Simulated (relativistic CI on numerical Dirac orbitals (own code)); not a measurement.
Os⁵⁺ (5d3) in a crystal field

Calculated by Dirac-Coulomb-Breit CI, separate exchange-only KLI orbitals for each configuration, QED by a radiative potential, valence Slater integrals scaled by 0.7, one configuration in a parametric crystal field (own radial code).

Field parameters in Wybourne normalisation: D3d B²₀ = −7Dσ, B⁴₀ = −14Dq − 21Dτ, B⁴₃ = −14√(10/7) Dq. The field is a parameter set, without covalency.

S is read from ⟨S²⟩ = S(S + 1).

Levels (cm⁻¹, degeneracy): 0 (2), 450 (2), 10792 (2), 12590 (2), 13701 (2), 14127 (2), 14927 (2), 23244 (2), 24951 (2), 26403 (2), 35236 (2), 35747 (2).

(1) Which field gives this pattern?
A. D3d, 10Dq = 35300, Dσ = -330, Dτ = -50 cm⁻¹
B. D3d, 10Dq = 35300, Dσ = 1200, Dτ = -50 cm⁻¹
C. D3d, 10Dq = 35300, Dσ = -980, Dτ = -50 cm⁻¹
D. D3d, 10Dq = 35300, Dσ = 550, Dτ = -50 cm⁻¹

Answers

(1) B. D3d, 10Dq = 35300, Dσ = 1200, Dτ = -50 cm⁻¹, ground level with S = 1.42.
